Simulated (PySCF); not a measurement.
Structure problem from calculated spectra and properties.

Formula: C7H10F3O; charge -1.

| Item | Value |
| --- | --- |
| 1H NMR | chemical shifts (computed TMS as zero) by class: 4.31 (1 H), 2.49 (1 H), 2.30 (3 H), 1.30 (1 H), 0.65 (3 H), 0.60 (1 H) ppm [GIAO HF/pcSseg-2] |
| Rotational structure | rotational constants A, B, C: 1.780, 0.589, 0.519 GHz [PBE0-D3(BJ)/def2-SVP] |
| 13C NMR | chemical shifts (computed TMS as zero) by class: 156.6 (1 C), 146.9 (1 C), 72.1 (1 C), 45.2 (1 C), 33.7 (1 C), 25.6 (1 C), 19.1 (1 C) ppm [GIAO HF/pcSseg-2] |
| NMR, other nuclei | isotropic shieldings of nuclei other than C and H, by class: 255 (1 O), 346 (1 F), 361 (1 F), 406 (1 F) ppm [GIAO HF/pcSseg-2] |
| Couplings | largest of the computed one-bond spin–spin couplings (means over like bonds): 19F–13C -350.7, 19F–13C -339.4, 19F–13C -296.0, 13C–1H +135.4 (×3), 13C–1H +133.7, 13C–1H +133.1, 13C–1H +128.4, 13C–1H +126.4 (×3) Hz [B3LYP/pcJ-1, spin–dipole term left out for some pairs] |

The electronic properties come from PySCF, for the isolated species, density fitting. Levels stand in brackets. Isolated species at its PBE0-D3(BJ)/def2-SVP geometry (one conformer only). The HOMO energy is positive, so at this level the finite basis confines the outermost electrons. No diffuse functions stand in pcJ-1 and pcSseg-2, which bears on an anion's orbital energies. NMR classes are plain means over equivalent atoms (diastereotopic ones count apart unless rotation or inversion swaps them), as if these changed places fast.

**Question.** Propose a structure and show how it fits.

**Answer.** Numbering: `[CH3:1][C@@H:2]([O-:3])[CH2:4][C@H:5]([CH3:6])[C:7]([F:8])=[C:9]([F:10])[F:11]`. 7 carbons fall into 7 classes; from least to most shielded: =CF2 carbon [C9] (156.6 ppm), vinylic C–F carbon [C7] (146.9 ppm), sp3 carbon bound to oxygen [C2] (72.1 ppm), chain CH2 carbon [C4] (45.2 ppm), methyl carbon [C1] (33.7 ppm), allylic carbon [C5] (25.6 ppm), methyl carbon [C6] (19.1 ppm). Hydrogen classes from least to most shielded: 1 H on an sp3 carbon bound to oxygen, C2 (4.31 ppm), 1 H on an allylic carbon, C5 (2.49 ppm), 3 H on a methyl carbon, C6 (2.30 ppm, a mean of values up to 6.3 ppm apart in this geometry), 1 H on a chain CH2 carbon, C4 (1.30 ppm), 3 H on a methyl carbon, C1 (0.65 ppm, a mean of values up to 0.6 ppm apart in this geometry), 1 H on a chain CH2 carbon, C4 (0.60 ppm). The other shieldings belong to: 255 ppm, alkoxide oxygen [O3]; 346 ppm, vinyl fluorine [F11]; 361 ppm, vinyl fluorine [F10]; 406 ppm, vinyl fluorine [F8]. The couplings run between: -350.7 Hz, vinyl fluorine [F11] and =CF2 carbon [C9]; -339.4 Hz, vinyl fluorine [F10] and =CF2 carbon [C9]; -296.0 Hz, vinyl fluorine [F8] and vinylic C–F carbon [C7]; +135.4 Hz, methyl carbon [C6] and its hydrogen (with 2 like pairs); +133.7 Hz, chain CH2 carbon [C4] and its hydrogen; +133.1 Hz, allylic carbon [C5] and its hydrogen; +128.4 Hz, sp3 carbon bound to oxygen [C2] and its hydrogen; +126.4 Hz, methyl carbon [C1] and its hydrogen (with 2 like pairs). The optimised geometry has point group C1 and is an asymmetric top. Structure: `C[C@@H]([O-])C[C@H](C)C(F)=C(F)F`. The assignments are read from this structure; whether some other isomer fits the data as well wasn't checked. The mirror image fits equally.

Conformer computed: `[CH3:1][C@@H:2]([O-:3])[CH2:4][C@H:5]([CH3:6])[C:7]([F:8])=[C:9]([F:10])[F:11]`: C1–C2–C4–C5 -81°, C2–C4–C5–C6 -76°, C4–C5–C7–F8 63°.
